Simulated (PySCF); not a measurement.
Species: C6H11O (doublet state).
Cartesian coordinates in Å at the GFN2-xTB level; atoms count from 1:
```xyz
18
C6H11O angstrom
C      2.5270   -0.2993   -0.8409
O      2.0609   -0.1121    0.4706
C      0.8020   -0.7194    0.7087
C     -0.3063   -0.1201   -0.0644
C     -1.6231   -0.6785   -0.4828
C     -2.1331    0.7685   -0.6373
C     -0.7514    1.2964   -0.2038
H      2.6801   -1.3647   -1.0582
H      1.8262    0.1104   -1.5773
H      3.4776    0.2256   -0.9098
H      0.6556   -0.5893    1.7946
H      0.8542   -1.8018    0.4994
H     -2.1390   -1.2770    0.2753
H     -1.6136   -1.2624   -1.4083
H     -2.9381    1.0276    0.0459
H     -2.4243    1.0394   -1.6494
H     -0.2271    1.8850   -0.9622
H     -0.7362    1.8780    0.7233
```

The hyperfine couplings belong to this conformer and change with its torsions.

The species is `COC[C]1CCC1` [radical].

Theory: UKS B3LYP, pcH-1 on C H O, non-relativistic, mean-field spin-orbit, GIAO in PySCF 2.14.0. Geometry: GFN2-xTB, one conformer, isolated molecule. Couplings are sensitive to structure, and on GFN2-xTB geometries they can be far from those on DFT ones. Stability of the SCF solution: not tested.

Match the computed a_iso(1H) values +105.8, +70.2, -3.3, -0.3 MHz (means over equivalent nuclei) with the sites H8/H9/H10; H11/H12; H13/H14/H17/H18; H15/H16.

```
           site  a_iso (MHz)  ρ(0) (bohr⁻³)            position  distance from C4 (Å)  bound to  spin population there  largest |T| (MHz)
      H8/H9/H10         -0.3        -0.0001     4 bonds from C4                  3.30        C1                  +0.01                5.4
        H11/H12        +70.2        +0.0157  β, 2 bonds from C4                  2.13        C3                  -0.06                8.9
H13/H14/H17/H18       +105.8        +0.0237  β, 2 bonds from C4                  2.19     C5/C7                  -0.09                8.1
        H15/H16         -3.3        -0.0007  γ, 3 bonds from C4                  2.88        C6                  +0.01                4.8
```

ρ(0) is the spin density at the nucleus and T the dipolar tensor; entries for several nuclei are means. The largest Mulliken spin populations are on C4 (+0.96), C5 (-0.09) and C7 (-0.09). No atom but C4 exceeds +0.15. The angles at C4 add up to 356.0°, so it is nearly planar.

Nuclei that the bonding pattern makes equivalent are averaged, as if the motion that swaps them (rotation, inversion, ring flip) were fast. The 1H value of +70.2 MHz is a mean of couplings from 22.6 to 117.8 MHz in this one geometry, not an average over conformers. The 1H value of +105.8 MHz is a mean of couplings from 98.8 to 115.4 MHz in this one geometry, not an average over conformers.

Hardware: one thread, Arm Neoverse V2 (aarch64), no GPU, shared host with 96 logical CPUs at a one-minute load of 51. Cost: 65 s wall (with the writing of density and orbital grids), 1.0 GiB resident at most.
